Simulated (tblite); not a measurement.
C₃H₈SeSi.
Structure used (GFN2-xTB), in Å, numbered top down from 1:
```xyz
13
C3H8SeSi angstrom
C      0.1094   -0.8973    1.5146
C     -0.2851   -0.3319    0.3817
C     -1.3348   -0.9529   -0.4876
Si     0.4034    1.3110   -0.2476
Se     2.1243    2.0612    1.0679
H      0.8600   -0.4487    2.1470
H     -0.3030   -1.8313    1.8656
H     -1.6868   -1.8938   -0.0704
H     -0.9389   -1.1370   -1.4849
H     -2.1817   -0.2765   -0.5912
H      0.9214    1.1602   -1.6096
H     -0.5772    2.3912   -0.1718
H      2.8847    0.8463    1.0328
```

Method: GFN2-xTB as coded in tblite; computed harmonic values from a numerical Hessian at the method's own geometry, unscaled. The method is semi-empirical: single wavenumbers can be off by several per cent or more. Modes of hydrogen on selenium and silicon can be 10 to 20 % off. One conformer, not necessarily the lowest.

Harmonic wavenumbers (cm⁻¹): 38.1, 110.7, 122.6, 136.1, 238.6, 304.6, 376.5, 396.2, 468.8, 553.0, 602.7, 643.1, 685.1, 711.3, 756.7, 915.0, 961.1, 1012.3, 1040.1, 1211.9, 1400.1, 1419.5, 1480.1, 1487.4, 1680.0, 2095.9, 2238.7, 2278.4, 3008.8, 3022.2, 3031.1, 3070.7, 3091.2.

A = 6018, B = 1096, C = 948.3 MHz; mass 151.956 u (most abundant isotopes); point group C1, symmetry number 1.

Q: Zero-point energy?

A: Half the sum of the wavenumbers: 20294 cm⁻¹ = 58.02 kcal/mol.

Q: What is S at 500 K and 1 bar for an ideal gas of classical rigid rotors and harmonic oscillators?

A: Translation 43.56, rotation 29.87, vibration 38.00: S = 111.4 cal/(mol K).

Q: And Cp and H(500 K) − H(0)?

A: Cp = 41.99 cal/(mol K), of which vibrations give 34.04 (their classical limit is 33 R = 65.6); H(500 K) − H(0) = 13.44 kcal/mol without the zero-point energy, 9.46 from vibrations.

Q: Which modes carry the vibrational entropy at 500 K?

A: 38.1 cm⁻¹: 6.38; 110.7 cm⁻¹: 4.27; 122.6 cm⁻¹: 4.07; 136.1 cm⁻¹: 3.86; 238.6 cm⁻¹: 2.77; 304.6 cm⁻¹: 2.31 cal/(mol K); the other 27 give 14.33 together.

Q: What must be added to the electronic energy to get the Gibbs energy at 500 K and 1 bar?

A: ZPE + [H(500 K) − H(0)] − T·S = 58.02 + 13.44 − 55.71 = 15.75 kcal/mol.

Hindered rotation and anharmonicity are outside this model. Other conformers, if any are populated, would add a mixing term that is left out. The structure is chiral; the term R ln 2 for an equal mix with its mirror image is left out.
